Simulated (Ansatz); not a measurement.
GeH3 (SMILES [GeH3]) moved off its minimum; all values from Ansatz (an electronic-structure program), cores frozen in correlated methods. Open shells are unrestricted.
(charge 0, multiplicity 2)
```xyz
4

Ge     0.0148    -0.0207     0.0557
H     -0.8580    -1.2239    -0.4374
H     -0.5759     1.3368    -0.3708
H      1.4367    -0.1460    -0.4357
```

| level | largest force (eV/Å) | on atom | rms difference from CCSD(T)/aug-cc-pVTZ (eV/Å) | dipole (D) |
|---|---|---|---|---|
| HF/def2-TZVPP | 0.74 | Ge1 | 0.088 | 0.10 |
| PBE/def2-TZVPP | 0.72 | Ge1 | 0.038 | 0.05 |
| r2SCAN/def2-TZVPP | 0.70 | Ge1 | 0.108 | 0.06 |
| B3LYP/def2-TZVPP | 0.71 | Ge1 | 0.040 | 0.10 |
| wB97M-V/def2-TZVPP | 0.70 | Ge1 | 0.115 | 0.12 |
| MP2/aug-cc-pVTZ | 0.74 | Ge1 | 0.077 | 0.08 |
| CCSD(T)/aug-cc-pVTZ | 0.74 | Ge1 | 0.000 | 0.07 |

The differences count from one level among others, with limits of its own. Forces at CCSD(T)/aug-cc-pVTZ (eV/Å):

```json
[
 {"atom": "Ge1", "Fx": "-0.691", "Fy": "-0.240", "Fz": "0.103"},
 {"atom": "H2", "Fx": "0.159", "Fy": "0.276", "Fz": "0.099"},
 {"atom": "H3", "Fx": "-0.090", "Fy": "0.049", "Fz": "-0.014"},
 {"atom": "H4", "Fx": "0.622", "Fy": "-0.086", "Fz": "-0.188"}
]
```
